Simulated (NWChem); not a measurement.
# GaH3S; SMILES [SH][GaH2]

All runs: NWChem. All runs use the structure optimised with PBE0/def2-SVP. Ions are spin-unrestricted doublets at the neutral geometry; other ion states weren't tried.

Question: Estimate the computed values for PBE/def2-SVP. Quantities: −ε(HOMO) (eV).

Answer: 
```
Quantity       Result
-------------  ------
−ε(HOMO) (eV)    6.46
```
